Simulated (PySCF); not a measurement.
How do the members of this family differ from one of them?

PySCF, wB97X-D/def2-SVPD, density fitting, gas phase; each molecule at its own PBE0-D3(BJ)/def2-SVP geometry, one conformer. Singlet excitations by full TDDFT with frozen cores and triplets by Tamm–Dancoff TDDFT. 

Reference: `[H][Al]([Cl])[Cl]`, with HOMO energy -11.30 eV, LUMO energy 0.19 eV, lowest singlet excitation 6.65 eV, lowest triplet excitation 6.28 eV, mean polarisability 51.8 au and dipole moment 1.24 D.

Changes against it:

```json
{"molecule": "CC[O][Al]([Cl])[Cl]", "Δ HOMO energy (eV)": "+0.81", "Δ LUMO energy (eV)": "+0.33", "Δ lowest singlet excitation (eV)": "+0.01", "Δ lowest triplet excitation (eV)": "+0.17", "Δ mean polarisability (au)": "+24.8", "Δ dipole moment (D)": "+0.83"}
{"molecule": "[Cl][Al]([Cl])[I]", "Δ HOMO energy (eV)": "+1.27", "Δ LUMO energy (eV)": "-0.31", "Δ lowest singlet excitation (eV)": "-1.12", "Δ lowest triplet excitation (eV)": "-1.09", "Δ mean polarisability (au)": "+32.8", "Δ dipole moment (D)": "-0.44"}
{"molecule": "[SiH3][Al]([Cl])[Cl]", "Δ HOMO energy (eV)": "+1.07", "Δ LUMO energy (eV)": "-0.42", "Δ lowest singlet excitation (eV)": "-1.17", "Δ lowest triplet excitation (eV)": "-1.65", "Δ mean polarisability (au)": "+32.2", "Δ dipole moment (D)": "+0.53"}
{"molecule": "[Cl][Al]([Cl])[Br]", "Δ HOMO energy (eV)": "+0.39", "Δ LUMO energy (eV)": "-0.21", "Δ lowest singlet excitation (eV)": "-0.23", "Δ lowest triplet excitation (eV)": "-0.15", "Δ mean polarisability (au)": "+18.1", "Δ dipole moment (D)": "-0.90"}
{"molecule": "N#[C][Al]([Cl])[Cl]", "Δ HOMO energy (eV)": "-0.53", "Δ LUMO energy (eV)": "-0.89", "Δ lowest singlet excitation (eV)": "-0.41", "Δ lowest triplet excitation (eV)": "-0.78", "Δ mean polarisability (au)": "+10.7", "Δ dipole moment (D)": "+0.96"}
{"molecule": "[F][Al]([Cl])[Cl]", "Δ HOMO energy (eV)": "-0.34", "Δ LUMO energy (eV)": "-0.14", "Δ lowest singlet excitation (eV)": "+0.43", "Δ lowest triplet excitation (eV)": "+0.53", "Δ mean polarisability (au)": "-4.3", "Δ dipole moment (D)": "-0.73"}
{"molecule": "CC(C)[CH2][Al]([Cl])[Cl]", "Δ HOMO energy (eV)": "+1.18", "Δ LUMO energy (eV)": "+0.53", "Δ lowest singlet excitation (eV)": "-0.43", "Δ lowest triplet excitation (eV)": "-0.43", "Δ mean polarisability (au)": "+46.6", "Δ dipole moment (D)": "+1.61"}
{"molecule": "C#[C][Al]([Cl])[Cl]", "Δ HOMO energy (eV)": "+0.68", "Δ LUMO energy (eV)": "-0.25", "Δ lowest singlet excitation (eV)": "-1.31", "Δ lowest triplet excitation (eV)": "-1.60", "Δ mean polarisability (au)": "+18.8", "Δ dipole moment (D)": "+0.88"}
{"molecule": "[NH2][Al]([Cl])[Cl]", "Δ HOMO energy (eV)": "+1.21", "Δ LUMO energy (eV)": "+0.38", "Δ lowest singlet excitation (eV)": "-0.52", "Δ lowest triplet excitation (eV)": "-0.43", "Δ mean polarisability (au)": "+6.2", "Δ dipole moment (D)": "+1.19"}
{"molecule": "CC[CH2][Al]([Cl])[Cl]", "Δ HOMO energy (eV)": "+1.08", "Δ LUMO energy (eV)": "+0.54", "Δ lowest singlet excitation (eV)": "-0.35", "Δ lowest triplet excitation (eV)": "-0.35", "Δ mean polarisability (au)": "+35.9", "Δ dipole moment (D)": "+1.11"}
{"molecule": "O=C=[N][Al]([Cl])[Cl]", "Δ HOMO energy (eV)": "+0.27", "Δ LUMO energy (eV)": "+0.07", "Δ lowest singlet excitation (eV)": "-0.17", "Δ lowest triplet excitation (eV)": "+0.07", "Δ mean polarisability (au)": "+17.2", "Δ dipole moment (D)": "-0.52"}
```

Rows whose labels were lost:

| row | Δ HOMO energy (eV) | Δ LUMO energy (eV) | Δ lowest singlet excitation (eV) | Δ lowest triplet excitation (eV) | Δ mean polarisability (au) | Δ dipole moment (D) |
| --- | --- | --- | --- | --- | --- | --- |
| P | +0.44 | +0.46 | +0.12 | +0.17 | +11.3 | +1.00 |
| Q | +1.07 | +0.46 | -0.43 | -0.43 | +23.2 | +1.13 |
| R | -0.12 | -0.31 | -0.12 | -0.21 | +12.1 | -0.25 |

Problem. Which row belongs to which of `F[C](F)(F)[Al]([Cl])[Cl]`, `[CH3][Al]([Cl])[Cl]` and `C[CH2][Al]([Cl])[Cl]`?

Solution. P = `[CH3][Al]([Cl])[Cl]`, Q = `C[CH2][Al]([Cl])[Cl]` and R = `F[C](F)(F)[Al]([Cl])[Cl]`. P and Q are told apart most clearly by the mean polarisability (+11.3 against +23.2 au); P and R are told apart most clearly by the dipole moment (+1.00 against -0.25 D); Q and R are told apart most clearly by the HOMO energy (+1.07 against -0.12 eV); Q lies nearest to the labelled row of `CC[CH2][Al]([Cl])[Cl]`.

Problem. Which row has the smallest HOMO–LUMO gap and which the largest, and does the HOMO or the LUMO shift more there?

Solution. Smallest, counted from the reference: `[Cl][Al]([Cl])[I]`, -1.58 eV (HOMO +1.27, LUMO -0.31), the larger shift being that of the HOMO. Largest: `[F][Al]([Cl])[Cl]`, +0.20 eV (HOMO -0.34, LUMO -0.14), the larger shift being that of the HOMO.

Problem. Fit a straight line for the change of the lowest singlet excitation against that of the lowest triplet excitation over the labelled rows, and test it on P, Q and R.

Solution. Over the 11 labelled rows the slope is 0.731 eV/eV, the intercept -0.10 eV, r = 0.97 and the standard error 0.14 eV. P: predicted +0.02, computed +0.12 eV; Q: predicted -0.41, computed -0.43 eV; R: predicted -0.25, computed -0.12 eV. The mean miss is 0.081 eV, against 0.34 eV for guessing the labelled rows' mean: the line carries over to these rows.
